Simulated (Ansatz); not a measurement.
Born–Oppenheimer molecular dynamics of ClGeH₅O₂ (9 atoms, charge 0, multiplicity 1). It starts at the highest image of a converged band. Of that band: A vibrational analysis at the climbing image gives one clearly imaginary mode, 229i cm⁻¹: a first-order saddle point. Another band between the same ends, with other settings, climbed to 0.495 eV only, so this may not be the lowest route.

Method: RKS B3LYP/def2-SVP in Ansatz.

```
ensemble                      : NVE (velocity Verlet)
time step                     : 0.5 fs
steps asked                   : 195
starting velocities drawn for : 300 K
seed                          : 10602
```

First frame:

```xyz
9
Properties=species:S:1:pos:R:3
Ge 0.032 0.136 -0.039
O 0.072 0.062 1.942
H -0.797 0.020 2.375
H 1.437 -0.027 -0.605
O -1.122 1.287 -0.744
H -1.911 0.810 -1.043
H -0.748 -1.214 -0.108
Cl 1.162 2.341 1.074
H 0.514 1.051 2.020
```

Question: How far do the bonds stretch over the last three quarters of this one trajectory? (Pairs bonded in most of those frames.)

Answer: 
| bond | mean (Å) | spread (Å) | shortest | longest |
| --- | --- | --- | --- | --- |
| Ge1–O2 | 2.230 | 0.145 | 2.09 | 2.62 |
| Ge1–H4 | 1.544 | 0.010 | 1.53 | 1.56 |
| Ge1–O5 | 1.788 | 0.010 | 1.77 | 1.80 |
| Ge1–H7 | 1.566 | 0.011 | 1.54 | 1.59 |
| Ge1–Cl8 | 2.365 | 0.174 | 2.14 | 2.64 |
| O2–H3 | 0.974 | 0.036 | 0.91 | 1.03 |
| O2–H9 | 0.994 | 0.034 | 0.94 | 1.08 |
| O5–H6 | 0.969 | 0.004 | 0.96 | 0.98 |

Mean temperature of the second half: 406 K. The conserved energy stayed within 0.33 meV per atom of its start (net change 0.044 meV per atom), so the integration is sound. The kinetic energy rose, since the run started high on the potential surface and went downhill. It ends in pieces (ClGeH3O + H2O), so much of that is their flight and rotation, not heat. A run of 0.098 ps of so small a system gives no equilibrium averages. The orbitals stay closed-shell, which can raise the energy where a bond breaks towards radicals; this wasn't checked here.

The run took 8.4 min on 2 threads of Arm Neoverse V2, on a shared host, peak memory 0.23 GiB.
